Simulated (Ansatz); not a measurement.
Species: Br, net charge -1, singlet state.

Basis-set convergence of Hartree-Fock and CCSD(T) correlation energies (hartree) with Ansatz (a first-principles code). Valence correlation only, unless marked. Spin-orbit coupling is left out. Frozen are the shells of the preceding noble gas and the d and f shells that filled before the atom's block. Non-relativistic.

```json
[
 {"basis": "def2-SVPD", "functions": "41", "E(HF)": "-2572.17729", "E(corr, CCSD(T))": "-0.14880"},
 {"basis": "def2-TZVPPD", "functions": "57", "E(HF)": "-2572.48698", "E(corr, CCSD(T))": "-0.19257"},
 {"basis": "def2-QZVPPD", "functions": "98", "E(HF)": "-2572.53559", "E(corr, CCSD(T))": "-0.21313"}
]
```

Extrapolating the two largest sets (X = 3 and 4) as X^-3: E(corr) = (64·(-0.21313) - 27·(-0.19257))/37 = -0.2281 Eh, an estimate of the basis-set limit. The largest set recovers 93.4 % of it, the smallest 65.2 %.
